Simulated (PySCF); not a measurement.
## Krypton: a sound run and one with changed settings

Sound run: Kr⁺ [Ar] 3d10 4s2 4p5, Kr²⁺ [Ar] 3d10 4s2 4p4. All numbers are calculated (PySCF 2.14, no relativity, point nucleus, in 6-31G* (5s4p3d, 32 functions)). In the sound run the correlated levels freeze [Ar] 3d10. The sound run starts from symmetry-adapted Hartree-Fock orbitals and uses a fine grid where one is needed.

Changed run: a valence shell is frozen. This setting is unsound on purpose.

```json
{"species": "Kr⁺", "method": "MP2", "sound run (hartree)": "-2751.28775", "changed run (hartree)": "-2751.25966", "converged": "yes"}
{"species": "Kr⁺", "method": "CCSD(T)", "sound run (hartree)": "-2751.30297", "changed run (hartree)": "-2751.26948", "converged": "yes"}
{"species": "Kr²⁺", "method": "MP2", "sound run (hartree)": "-2750.41406", "changed run (hartree)": "-2750.37764", "converged": "yes"}
{"species": "Kr²⁺", "method": "CCSD(T)", "sound run (hartree)": "-2750.43075", "changed run (hartree)": "-2750.38595", "converged": "yes"}
```

Ionisation energy of Kr⁺:

```json
{"method": "UHF", "sound run (eV)": "23.263", "changed run (eV)": "23.263"}
{"method": "MP2", "sound run (eV)": "23.774", "changed run (eV)": "24.001"}
{"method": "SCS-MP2", "sound run (eV)": "23.746", "changed run (eV)": "24.041"}
{"method": "CCSD", "sound run (eV)": "23.728", "changed run (eV)": "24.037"}
{"method": "CCSD(T)", "sound run (eV)": "23.734", "changed run (eV)": "24.042"}
```

Freezing a valence shell removes pair correlation that changes on ionisation.

For comparison, NIST gives 24.360 eV between the lowest levels.
